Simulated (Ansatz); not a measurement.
Two structures of GaH$_{4}$Cl, singlet, reached by relaxing down either side of one saddle point (PBE0-D4/def2-TZVP). Energies are electronic, without zero-point energy. Program: Ansatz 0.2.0. Basis: def2-TZVPP and def2-QZVPP. Cores are frozen in the correlated methods. Filled d shells of the heavier atoms are correlated. The def2 sets are not built for correlating such inner shells, so the correlated values are less sure here. Extrapolation: Hartree–Fock as exp(−7.88 √X), correlation as X^−2.97. First:

Ga1  (-0.498, 0.759, -0.011)
H2  (0.229, 0.742, -1.408)
H3  (0.132, 1.573, 1.173)
H4  (-1.955, 0.189, 0.104)
H5  (1.347, -1.648, -0.495)
Cl6  (0.745, -1.614, 0.637)
(Å)

Second:

```
6
angstrom
Ga -0.4529 0.1660 0.6687
H 0.6139 0.3408 -1.6387
H 0.3279 1.4544 1.0589
H -1.8279 0.0242 -0.0461
H 0.9123 -0.3021 -1.3889
Cl 0.4267 -1.6833 1.3461
```

**Question.** Which bonds change from the first to the second?

**Answer.** GaH₃ + HCl → GaH₂Cl ([Cl][GaH2]) + H₂; bonds formed: Ga1–Cl6, H2–H5; bonds broken: Ga1–H2, H5–Cl6.

**Question.** Give the saddle point's structure and its height above each. (Judge from chemistry; the value comes from the calculation.)

**Answer.** Computed: 34.1 kJ/mol above the first and 132.5 kJ/mol above the second (CCSD(T) at an estimated basis limit (MP2 extrapolated from triple and quadruple zeta, plus CCSD(T) − MP2 in triple zeta)).
```tsv
atom	x (Å)	y (Å)	z (Å)
Ga1	-0.4335	0.5322	0.1569
H2	0.4882	0.1979	-1.2086
H3	0.2590	1.5643	1.0862
H4	-1.9180	0.1200	-0.0297
H5	0.8072	-0.7627	-0.5876
Cl6	0.7972	-1.6519	0.5828
```

The T1 diagnostic stays at or below 0.013.

Labels in which every atom is bracketed show which atoms are joined, not bond orders.

For scale, one of the runs: CCSD(T)/def2-TZVPP, 146 basis functions, launched by `ansatz run in.yaml --threads 2 --pin off --events-out ev --progress --plain --max-ram 4352MiB`. Hardware: 2 CPU threads of an Arm Neoverse V2, shared host. Wall time 17 s; peak host memory 0.84 GiB.
